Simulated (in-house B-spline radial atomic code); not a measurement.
The numbers below are computed, except where a source is named.
**Weak and strong correlation along the adiabatic connection**

Two-electron singlets in several external potentials (atomic units), by full CI in B-splines with partial waves to l = 8 (correlation energies up to 0.6 % small). The repulsion is scaled by λ at fixed density; W(λ) is the mean repulsion less the Hartree energy, W(0) = E_x, and the area under W from 0 to 1 is E_xc.

Relative drop (W(λ) − E_x)/E_x:

```tsv
system	λ = 0.12	λ = 0.25	λ = 0.4	λ = 0.6	λ = 0.8	λ = 1
−Z/r, Z = 7.5	0.0025	0.0052	0.0082	0.0122	0.0161	0.0199
ω²r²/2 − Z/r, ω = 0.0485, Z = 0.7	0.0406	0.0767	0.1106	0.1462	0.1740	0.1961
ω²r²/2 − Z/r, ω = 4.12, Z = -0.5	0.0081	0.0165	0.0257	0.0374	0.0484	0.0588
−V exp(−r²/w²), V = 20.2, w = 9.13	0.0189	0.0376	0.0570	0.0797	0.0995	0.1169
ω²r²/2 − Z/r, ω = 0.213, Z = -1	0.0542	0.0997	0.1397	0.1788	0.2070	0.2281
ω²r²/2, ω = 1.4	0.0131	0.0263	0.0405	0.0579	0.0736	0.0879
−Z/r, Z = 0.788, wall at 5.89 bohr	0.0268	0.0520	0.0769	0.1048	0.1281	0.1477
```

Problem. Order the systems by how far second-order (GL2) theory, half the initial slope (estimated from the first points of each curve), overshoots the correlation energy, least first.
A. ω²r²/2, ω = 1.4
B. ω²r²/2 − Z/r, ω = 0.213, Z = -1
C. −Z/r, Z = 7.5
D. −V exp(−r²/w²), V = 20.2, w = 9.13
E. ω²r²/2 − Z/r, ω = 4.12, Z = -0.5
F. −Z/r, Z = 0.788, wall at 5.89 bohr
G. ω²r²/2 − Z/r, ω = 0.0485, Z = 0.7

Solution. C (GL2/E_c = 1.03), E (GL2/E_c = 1.11), A (GL2/E_c = 1.18), D (GL2/E_c = 1.27), F (GL2/E_c = 1.40), G (GL2/E_c = 1.56), B (GL2/E_c = 1.74).

Problem. What else changes along this order?

Solution. The ratio follows the bend of the curve. With it the leading natural occupation goes from 1.999 to 1.814 and −T_c/E_c from 0.97 to 0.56 between the first and the last.
